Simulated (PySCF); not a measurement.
These are TPSSh-D3(BJ)/def2-TZVPD // CAM-B3LYP-D3(BJ)/def2-TZVPD (PySCF 2.14.0) values and carry that method's errors. Isolated molecules, 0 K electronic values unless said otherwise. 

Reference species (SMILES): `[O-][SiH3]` (charge -1, multiplicity 1).

```
Item     Value
----  --------
HOMO  -0.50 eV
```

Changed species: `[O-][SiH2]F` (X = fluoro, proton removed; the reference has X = H, proton removed).

Predict the effect on the HOMO.

the HOMO falls by 0.29 eV, to -0.79 eV.
